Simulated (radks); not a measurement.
Results of a calculation; reference values are marked as such.
Species: In2+. Configuration: [Kr] 4d10 6s1 (not the ground configuration).

Code: a radial shooting solver on a logarithmic mesh with Libxc functionals. Model: scalar-relativistic Kohn-Sham, PBE, spin-polarised, spherical densities, point nucleus; open shells are filled with parallel spins first (spin-orbit coupling, left out, can overturn this in heavy ions).

Energy parts (hartree):
total: -5880.16725
kinetic: 6129.06444
electron-nucleus: -14178.45185
Hartree: 2328.13120
exchange-correlation: -158.91104

Orbitals (lengths in bohr, moments of r in powers of bohr):
| orbital | occ. | eigenvalue (hartree) | <1/r> |
|---|---|---|---|
| 1s up | 1 | -1020.823 | 51.86 |
| 1s down | 1 | -1020.822 | 51.86 |
| 2s up | 1 | -153.5734 | 11.82 |
| 2s down | 1 | -153.5732 | 11.82 |
| 2p up | 3 | -137.9260 | 11.38 |
| 2p down | 3 | -137.9257 | 11.38 |
| 3s up | 1 | -29.83663 | 4.182 |
| 3s down | 1 | -29.83627 | 4.182 |
| 3p up | 3 | -24.71256 | 3.982 |
| 3p down | 3 | -24.71218 | 3.982 |
| 3d up | 5 | -16.75853 | 3.753 |
| 3d down | 5 | -16.75818 | 3.753 |
| 4s up | 1 | -5.25514 | 1.632 |
| 4s down | 1 | -5.25419 | 1.633 |
| 4p up | 3 | -3.72887 | 1.477 |
| 4p down | 3 | -3.72774 | 1.477 |
| 4d up | 5 | -1.53099 | 1.155 |
| 4d down | 5 | -1.52922 | 1.155 |
| 6s up | 1 | -0.41128 | 0.2600 |

The highest occupied level is 6s up at -11.191 eV. Spin moment in Bohr magnetons: 1.
